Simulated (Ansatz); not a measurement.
A run for Ansatz (an electronic-structure program): R-B3LYP/def2-TZVPP on C2H3B (SMILES BC#C), atoms moved off the minimum.

Ansatz 0.2 input:
```yaml
crystal:
  periodic: [false, false, false]
  atoms:
    - {symbol: B, position_ang: [-1.05036562, -0.15114128, -0.54939601]}
    - {symbol: C, position_ang: [0.34552246, -0.18410665, 0.07866117]}
    - {symbol: C, position_ang: [0.98322593, -0.00621091, 0.66489292]}
    - {symbol: H, position_ang: [1.79870877, 0.16177079, 1.37136235]}
    - {symbol: H, position_ang: [-1.90403064, 0.85272314, -0.83654644]}
    - {symbol: H, position_ang: [-1.37388979, -1.10526527, -1.34235834]}
basis:
  gaussian:
    orbitals: def2-TZVPP
hamiltonian:
  xc: {name: B3LYP}
scf: {lower_state_search: off}
output: {forces: true}
```

It printed:

```
WARN ansatz: RAYON_NUM_THREADS=1 ignored (pool sized by the plan → 1); use --threads N
Functional definition: B3LYP
these checks for a lower state are left out or cut short: stability, starts, cluster_reference, orbital_swaps, neighbouring_geometries, increment
integrals: 0.03 GiB planned
706 factors; their error is unknown
mean field: 0.38 GiB planned
mean field evaluation 1: about -2772.8957 eV, gradient 8.2e1 eV
mean field evaluation 2: about -2746.8337 eV, gradient 1.2e2 eV
mean field evaluation 4: about -2786.2757 eV, gradient 1.1e1 eV
mean field evaluation 8: about -2786.5393 eV, gradient 3.9e-1 eV
mean field evaluation 16: about -2786.5395 eV, gradient 1.2e-5 eV
mean field -2786.53953471 eV, -102.4034391161 hartree, gradient 3.5e-6 eV, S^2 0.000000; 0 other end points of the search recorded, 0 dependent functions left out
the calculation of the forces begins
reference -2786.53975898 eV, -102.4034473579 hartree; 10, 10 occupied and 125, 125 virtual orbitals, 706 factors
Total energy: -2786.53975898 eV, -102.4034473579 hartree
Atom 0 at    -1.050366    -0.151141    -0.549396 Å, force    -1.076899    -0.253541    -3.887650 eV/Å
Atom 1 at     0.345522    -0.184107     0.078661 Å, force   -67.443336   -16.254540   -58.555078 eV/Å
Atom 2 at     0.983226    -0.006211     0.664893 Å, force    67.484078    17.305669    60.306072 eV/Å
Atom 3 at     1.798709     0.161771     1.371362 Å, force    -0.982656    -0.069777    -0.764509 eV/Å
Atom 4 at    -1.904031     0.852723    -0.836546 Å, force     1.832483    -1.543502     1.432341 eV/Å
Atom 5 at    -1.373890    -1.105265    -1.342358 Å, force     0.186331     0.815690     1.468824 eV/Å
Dipole moment:     0.132805     0.041310     0.220270 e Å
Checks for a lower state left out: stability, starts, cluster_reference, orbital_swaps, neighbouring_geometries, increment
```

The run converged.

Cost: around 2.7 core-seconds (rough).
